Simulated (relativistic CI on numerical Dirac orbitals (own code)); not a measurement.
**How well does a small relativistic CI reproduce Co⁴⁺?**

Computed by Dirac-Coulomb-Breit CI, separate exchange-only KLI orbitals for each configuration, a model potential for QED, valence Slater integrals scaled by 0.85, P86 correlation energy added to each configuration (own radial code, finite nucleus).

Configuration list (outside the closed core [Ne]): 3s²3p⁶3d⁵, 3s²3p⁶3d⁴4s, 3s²3p⁶3d⁴4p, 3s²3p⁵3d⁶, 3s²3p⁶3d⁴4d, 3s²3p⁶3d⁴5s, 3s²3p⁶3d⁴5p, 3s²3p⁶3d⁴4f, 3s²3p⁶3d⁴5d, 3s²3p⁶3d³4s4p, 3s²3p⁶3d⁴5f, 3s²3p⁶3d⁴5g, 3s3p⁶3d⁶, 3s²3p⁶3d³4s², 3s²3p⁶3d²4s²4p, 3s²3p⁶3d²4s²4d, 3s²3p⁶3d²4s²5s, 3s²3p⁶3d²4s²5p. Double excitations out of closed p, d and f shells are left out; levels of such configurations are missing from the list, as are those of other unlisted configurations, and high levels can miss mixing partners.

| Configuration | Term (tabulated) | J | Measured (cm⁻¹) | Computed | Error | Purity (%) |
| --- | --- | --- | --- | --- | --- | --- |
| 3s²3p⁶3d⁵ | 6S | 5/2 | 0.0 | 0 | 0 | 100 |
| 3s²3p⁶3d⁵ | 4G | 11/2 | 37217.5 | 35336 | -1882 | 100 |
| 3s²3p⁶3d⁵ | 4P | 5/2 | 40753.2 | 40201 | -552 | 89 |
| 3s²3p⁶3d⁵ | 4P | 3/2 | 40890.9 | 40350 | -541 | 92 |
| 3s²3p⁶3d⁵ | 4P | 1/2 | 41023.8 | 40513 | -510 | 97 |
| 3s²3p⁶3d⁵ | 4D | 7/2 | 44709.1 | 43259 | -1450 | 99 |
| 3s²3p⁶3d⁵ | 4D | 1/2 | 44907.5 | 43475 | -1432 | 97 |
| 3s²3p⁶3d⁵ | 2D3 | 5/2 | 57082.6 | 55726 | -1356 | 71 |
| 3s²3p⁶3d⁵ | 2D3 | 3/2 | 57823.2 | 56452 | -1371 | 94 |
| 3s²3p⁶3d⁵ | 2F1 | 7/2 | 59454.9 | 57945 | -1510 | 96 |
| 3s²3p⁶3d⁵ | 4F | 9/2 | 60830.3 | 59275 | -1555 | 95 |
| 3s²3p⁶3d⁵ | 4F | 7/2 | 60973.6 | 59444 | -1530 | 95 |
| 3s²3p⁶3d⁵ | 2H | 9/2 | 64742.3 | 62264 | -2478 | 75 |
| 3s²3p⁶3d⁵ | 2H | 11/2 | 65283.8 | 62805 | -2479 | 99 |
| 3s²3p⁶3d⁵ | 2G2 | 7/2 | 66228.7 | 63542 | -2687 | 98 |
| 3s²3p⁶3d⁵ | 2G2 | 9/2 | 66760.4 | 64110 | -2650 | 72 |
| 3s²3p⁶3d⁵ | 2S | 1/2 | 76864.5 | 74745 | -2119 | 100 |
| 3s²3p⁶3d⁵ | 2G1 | 9/2 | 95708.7 | 92784 | -2925 | 100 |
| 3s²3p⁶3d⁵ | 2G1 | 7/2 | 95726.5 | 92804 | -2923 | 100 |
| 3s²3p⁶3d⁴4s | 6D | 1/2 | 205878.9 | 209062 | 3183 | 100 |
| 3s²3p⁶3d⁴4s | 6D | 3/2 | 206108.5 | 209286 | 3178 | 100 |
| 3s²3p⁶3d⁴4s | 6D | 5/2 | 206476.0 | 209645 | 3169 | 100 |
| 3s²3p⁶3d⁴4s | 6D | 7/2 | 206962.2 | 210119 | 3157 | 100 |
| 3s²3p⁶3d⁴4s | 6D | 9/2 | 207548.5 | 210692 | 3143 | 100 |
| 3s²3p⁶3d⁴4s | 4D | 1/2 | 216820.5 | 220028 | 3207 | 99 |
| 3s²3p⁶3d⁴4s | 4D | 3/2 | 217171.0 | 220370 | 3199 | 100 |
| 3s²3p⁶3d⁴4s | 4D | 5/2 | 217713.2 | 220901 | 3188 | 100 |
| 3s²3p⁶3d⁴4s | 4D | 7/2 | 218407.2 | 221580 | 3172 | 99 |
| 3s²3p⁶3d⁴4s | 4P | 1/2 | 235199.9 | 238065 | 2865 | 98 |
| 3s²3p⁶3d⁴4s | 4H | 7/2 | 235961.1 | 236316 | 355 | 98 |
| 3s²3p⁶3d⁴4s | 4H | 9/2 | 236158.0 | 236511 | 353 | 98 |
| 3s²3p⁶3d⁴4s | 4P | 3/2 | 236353.1 | 239164 | 2810 | 99 |
| 3s²3p⁶3d⁴4s | 4H | 11/2 | 236431.2 | 236759 | 328 | 99 |
| 3s²3p⁶3d⁴4s | 4H | 13/2 | 236746.0 | 237042 | 296 | 100 |
| 3s²3p⁶3d⁴4s | 4P | 5/2 | 238106.2 | 240869 | 2762 | 99 |
| 3s²3p⁶3d⁴4s | 4F | 7/2 | 238259.1 | 240388 | 2129 | 91 |
| 3s²3p⁶3d⁴4s | 4F | 9/2 | 238390.3 | 240514 | 2123 | 91 |
| 3s²3p⁶3d⁴4s | 4G | 5/2 | 241174.1 | 242847 | 1672 | 92 |
| 3s²3p⁶3d⁴4s | 4G | 7/2 | 241582.4 | 243236 | 1653 | 90 |
| 3s²3p⁶3d⁴4s | 4G † | 9/2 | 241875.4 | 243591 | 1716 | 84 |
| 3s²3p⁶3d⁴4s | 4G † | 11/2 | 241985.3 | 244095 | 2110 | 57 |
| 3s²3p⁶3d⁴4s | 2P | 1/2 | 242340.3 | 245166 | 2826 | 98 |
| 3s²3p⁶3d⁴4s | 2H † | 9/2 | 242765.0 | 243032 | 267 | 88 |
| 3s²3p⁶3d⁴4s | 2H † | 11/2 | 243455.2 | 243221 | -234 | 56 |
| 3s²3p⁶3d⁴4s | 2P | 3/2 | 244485.4 | 247239 | 2753 | 98 |
| 3s²3p⁶3d⁴4s | 2G | 7/2 | 248098.9 | 249773 | 1674 | 93 |

Measured levels from Sugar and Corliss, J. Phys. Chem. Ref. Data 10, 1097 (1981); pairs were made by configuration, J and term (by order where the table uses no LS term), so strongly mixed levels may be paired wrongly. Some J values or terms of the table were assigned by a fit.

Mean error by configuration (cm⁻¹): 3s²3p⁶3d⁵ -1775; 3s²3p⁶3d⁴4s 2313. Over the excited levels the mean absolute error is 2077 cm⁻¹ (45 of the 46 excited levels that our extract of the source holds in range could be paired, and the others can miss by more), and the median relative error of those above 1,000 cm⁻¹ is 1.5 %. Some levels of the ground configuration have no partner. † marks terms whose computed intervals miss the measured ones by more than a factor of 2.5, or configurations far off the rest, from wrong mixing, a near crossing or a doubtful label or measurement; they are left out of the means.
